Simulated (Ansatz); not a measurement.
Two members of one family (Series TiF3X), computed with Ansatz in the gas phase. The two geometries come from different levels. Binding counts from free atoms in the multiplicity of their measured ground term, without zero-point energy. The structures are stationary points that may keep the symmetry of their start.

First: TiHF3 (singlet, charge 0, PBE-D4/def2-TZVP geometry).

Cartesian coordinates in Å:
```
Ti 0.0460 0.0178 0.0301
H -1.2943 -0.5029 -0.8657
F 0.5517 1.5244 -0.7170
F 1.2378 -1.2636 -0.1208
F -0.5412 0.2243 1.6733
```

```json
{"level": "PBE-D4/def2-SVP", "HOMO (eV)": "-7.99", "LUMO (eV)": "-4.13", "gap (eV)": "3.86", "binding per atom (eV)": "4.66"}
{"level": "B3LYP-D4/6-31G", "HOMO (eV)": "-9.61", "LUMO (eV)": "-3.57", "gap (eV)": "6.04", "binding per atom (eV)": "4.17"}
{"level": "PBE0-D4/def2-SVP", "HOMO (eV)": "-9.74", "LUMO (eV)": "-3.24", "gap (eV)": "6.50", "binding per atom (eV)": "4.22"}
{"level": "PBE0-D4/def2-TZVP", "HOMO (eV)": "-9.82", "LUMO (eV)": "-3.23", "gap (eV)": "6.58", "binding per atom (eV)": "4.20"}
{"level": "LC-ωPBE/def2-TZVP", "HOMO (eV)": "-12.75", "LUMO (eV)": "-0.77", "gap (eV)": "11.98", "binding per atom (eV)": "4.27"}
```

Metal–donor distances: 1 × H 1.69 Å, 3 × F 1.76 Å.

Second: TiClF3 (singlet, charge 0, PBE-D4/def2-SVP geometry).

```xyz
5

Ti   -0.005    0.006    0.082
Cl    0.123   -0.157   -2.099
F    -1.541   -0.595    0.633
F     0.158    1.670    0.563
F     1.265   -0.925    0.822
```

What does the change do? Estimate second minus first.


| level | Δ HOMO (eV) | Δ LUMO (eV) | Δ gap (eV) | Δ binding per atom (eV) |
| --- | --- | --- | --- | --- |
| PBE-D4/def2-SVP | -0.47 | 0.01 | 0.48 | 0.38 |
| B3LYP-D4/6-31G | -0.33 | -0.36 | -0.03 | 0.23 |
| PBE0-D4/def2-SVP | -0.34 | -0.26 | 0.08 | 0.34 |
| PBE0-D4/def2-TZVP | -0.40 | -0.22 | 0.18 | 0.33 |
| LC-ωPBE/def2-TZVP | -0.22 | -0.41 | -0.19 | 0.29 |

Metal–donor distances: 1 × Cl 2.19 Å, 3 × F 1.74 Å.
